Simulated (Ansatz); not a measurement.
`CB(F)C=O` + `[NH2][In]([OH])[Br]` → `CB(O)C=O` + `[NH2][In]([F])[Br]`  (redistribution)

Computed with Ansatz on PBE0-D4/def2-TZVP structures; ΔE is electronic, products minus reactants. CCSD(T)/CBS adds triple-zeta CCSD(T) − MP2 to the extrapolated MP2 energy (def2 sets, frozen cores). DFT in def2-TZVPP. def2 core potentials past Kr. For Br, In outer-core shells are correlated without core-valence functions, which leaves a few kJ/mol of doubt a bond. Scalar relativity is left out up to krypton. One conformer a species, not always the lowest.

```csv
level,ΔE (kJ/mol)
BLYP,-45.3
CCSD(T)/def2-TZVPP,-41.2
```

**Question.** What does CCSD(T)/CBS give? (An estimate is asked.)

**Answer.** Ansatz gave: -43.2 kJ/mol. The listed levels differ from it by -2.1, 2.0 kJ/mol.

Largest T1 diagnostic among the species: 0.015.

At CCSD(T), def2-SVP lies −11.4 kJ/mol from the extrapolated value and def2-TZVPP +2.0 kJ/mol. Leaving LDA and LC-ωPBE aside and taking each functional with its dispersion term where it has one, the values, not all of them listed here, spread over 4.9 kJ/mol, from revPBE-D4 to B2PLYP. LDA lies −3.3 kJ/mol from PBE without D4.
